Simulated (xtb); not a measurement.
Ge(H)2(OH)(NH2) (GeH5NO), SMILES [GeH2]([NH2])[OH]. All values are semi-empirical tight-binding results from xtb (GFN2-xTB unless named), good for trends rather than for accurate numbers. Geometry optimised at GFN2-xTB. Other conformers were not sampled.

Optimised geometry:

Bonds (Å): Ge1–N2 1.798, Ge1–O3 1.759, Ge1–H4 1.501, Ge1–H5 1.501, N2–H6 1.011, N2–H7 1.011, O3–H8 0.953. Angles (°): N2–Ge1–O3 108.2, N2–Ge1–H4 108.7, N2–Ge1–H5 108.7, O3–Ge1–H4 109.1, O3–Ge1–H5 109.1, H4–Ge1–H5 112.8, Ge1–N2–H6 115.7, Ge1–N2–H7 115.7, H6–N2–H7 107.6, Ge1–O3–H8 118.2.
Charge 0, spin multiplicity 1.

For metal compounds this method's bond lengths and energies can be far off.

Computed properties:
- point group as xtb finds it: Cs
- orbital gap: 8.15 eV
- zero-point energy: 32.2 kcal/mol
- G − E(el) at 298.15 K (modified RRHO): 14.3 kcal/mol

Computed atomic charges and the Wiberg bond orders between heavy atoms:
charges (e) Ge1 0.25, N2 -0.37, O3 -0.47, H4 -0.02, H5 -0.02, H6 0.17, H7 0.17, H8 0.30. Bond orders Ge1–N2 1.12, Ge1–O3 1.15.
